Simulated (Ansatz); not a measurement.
Two isomers of C2H7GeN: A = `C[N]1[CH2][GeH2]1`, B = `C1[CH2][GeH2][NH]1`.

Computed with Ansatz on PBE0-D4/def2-TZVP structures; ΔE is electronic, products minus reactants. CBS: MP2 limit from def2 TZ/QZ plus the TZ coupled-cluster correction, frozen cores. DFT in def2-TZVPP. B3LYP here is the variant with VWN-RPA as its local correlation; programs differ in this. For Ge outer-core shells are correlated without core-valence functions, which leaves a few kJ/mol of doubt a bond. Scalar relativity is left out up to krypton.

Question: Which is lower in electronic energy at CCSD(T)/CBS, and by how much? (Estimate.)

Answer: Ansatz gave: B, by 103.6 kJ/mol.

Question: Give E(B) − E(A) in kJ/mol with B3LYP, B3LYP-D4, CCSD(T)/def2-TZVPP, B2PLYP, MP2/def2-TZVPP, ωB97M-V, r2SCAN-D4. (Best estimate.)

Answer: The calculation gave: B3LYP -99.1, B3LYP-D4 -100.1, CCSD(T)/def2-TZVPP -106.0, B2PLYP -101.9, MP2/def2-TZVPP -105.6, ωB97M-V -108.9, r2SCAN-D4 -97.9. None reverses the order clearly.

Largest T1 diagnostic: 0.012.

In def2-TZVPP, CCSD(T) changes the Hartree–Fock value by +18.1 kJ/mol (the triples alone add +4.7 kJ/mol) and MP2 by +18.5 kJ/mol. From PBE to PBE0 (25 % exact exchange), in def2-TZVPP and without D4, E(B) − E(A) moves by −11.8 kJ/mol.
